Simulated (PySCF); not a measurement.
**Radial density of Ca⁺ (calcium, charge +1)**

BHandHLYP, [Ar] 3d1, 2D determinant (an excited configuration). Computed with PySCF 2.14 in ANO-RCC-VTZP, with scalar relativity by spin-free X2C-1e.

```tsv
r (bohr)	4πr²ρ (e/bohr)	4πr²(ρα − ρβ)
0.00139	0.1593	0.0000
0.00234	0.4094	0.0000
0.00393	1.031	0.0000
0.00661	2.504	-0.0001
0.0111	5.700	-0.0001
0.0187	11.58	-0.0003
0.0315	19.36	-0.0005
0.0529	23.56	-0.0008
0.0890	19.25	-0.0019
0.150	18.09	-0.0048
0.252	24.64	-0.0040
0.424	13.86	0.0163
0.713	6.116	0.1067
1.20	7.271	0.2879
2.02	1.849	0.2839
3.39	0.2030	0.1565
5.70	0.06439	0.0643
9.59	0.002493	0.0025
```

Densities and radii are taken from the X2C orbitals without a picture-change correction, which distorts them close to the nucleus.

Question: Where is the radial spin density 4πr²(ρα − ρβ) most negative, and why is it negative at all?

Answer: Around r = 0.150 bohr, down to -0.0048 e/bohr: exchange with the open shell polarises the paired shells in an unrestricted calculation.
